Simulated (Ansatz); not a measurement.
Cost and result for the atomization energy of `[SiH3]BOCS` (12 atoms, 11 bonds).

Z-matrix (Å, degrees):
```
Si
B 1 2.023
H 1 1.492 2 109.8
H 1 1.491 2 109.6 3 117.3
H 1 1.488 2 113.3 3 -121.4
O 2 1.347 1 119.2 3 121.4
H 2 1.207 1 122.3 3 -58.0
C 6 1.413 2 121.6 1 178.5
S 8 1.798 6 113.2 2 -97.5
H 8 1.093 6 110.7 2 20.7
H 8 1.089 6 107.6 2 140.6
H 9 1.343 8 96.4 6 -70.0
```

Charge 0, multiplicity 1. Geometry: relaxed with PBE0-D4/def2-TZVP. It is one conformer, not always the lowest. Program: Ansatz. All runs use 4 threads of an Arm Neoverse V1 on a shared host. Times are those of one run each, without the atoms' runs, and a repeat can differ threefold. Electronic energies, without spin–orbit coupling; frozen cores. CCSD(T)/CBS adds CCSD(T) − MP2 in def2-TZVPP to the MP2 limit, and its time is that of the two runs behind it. T1 = 0.014. B3LYP takes the VWN-RPA correlation (the form of Gaussian; ORCA's B3LYP/G).

CCSD(T)/CBS is a level of theory with its own doubt, some kJ/mol a heavy atom from the limit and from the frozen cores, so smaller differences don't rank the functionals.

| level | functions | wall time |
| --- | --- | --- |
| PBE-D4/def2-TZVPP (with forces) | 275 | 3.1 s |
| PBE0-D4/def2-TZVPP | 275 | 3.8 s |
| r2SCAN-D4/def2-TZVPP (with forces) | 275 | 6 s |
| B3LYP-D4/def2-TZVPP (with forces) | 275 | 6.5 s |
| B2PLYP/def2-TZVPP | 275 | 7 s |
| ωB97X-V/def2-TZVPP | 275 | 9.5 s |
| ωB97M-V/def2-TZVPP (with forces) | 275 | 14 s |
| MP2/def2-QZVPP | 521 | 28 s |
| CCSD(T)/def2-TZVPP | 275 | 3.6 min |
| CCSD(T)/CBS(def2) | – | 4.1 min |

(1) What atomization energy does each give, and how far from CCSD(T)/CBS? (An estimate is asked.)

Answers

(1) Ansatz gave: 
| level | atomization (kcal/mol) | difference from CCSD(T)/CBS | per bond |
| --- | --- | --- | --- |
| PBE-D4/def2-TZVPP (with forces) | 996.9 | 15.0 | 1.4 |
| PBE0-D4/def2-TZVPP | 982.2 | 0.3 | 0.0 |
| r2SCAN-D4/def2-TZVPP (with forces) | 987.4 | 5.5 | 0.5 |
| B3LYP-D4/def2-TZVPP (with forces) | 983.8 | 1.9 | 0.2 |
| B2PLYP/def2-TZVPP | 971.7 | -10.2 | -0.9 |
| ωB97X-V/def2-TZVPP | 989.1 | 7.2 | 0.7 |
| ωB97M-V/def2-TZVPP (with forces) | 987.7 | 5.8 | 0.5 |
| MP2/def2-QZVPP | 981.6 | -0.3 | 0.0 |
| CCSD(T)/def2-TZVPP | 957.1 | -24.8 | -2.3 |
| CCSD(T)/CBS(def2) | 981.9 | 0.0 | 0.0 |

From PBE to PBE0 (25 % exact exchange), in def2-TZVPP and without D4, the atomization energy moves by −13.9 kcal/mol: exact exchange takes away binding that semilocal exchange gives to molecules. In def2-TZVPP, CCSD(T) changes the Hartree–Fock value by +232.7 kcal/mol (the triples alone add +13.7 kcal/mol) and MP2 by +242.5 kcal/mol; breaking electron pairs costs correlation energy, which Hartree–Fock lacks. The D4 term adds +9.1 kcal/mol with B3LYP and +4.8 kcal/mol with PBE0; it sums over pairs of atoms, weighted by their polarisabilities, and B3LYP, whose exchange is more repulsive, gets the larger term.
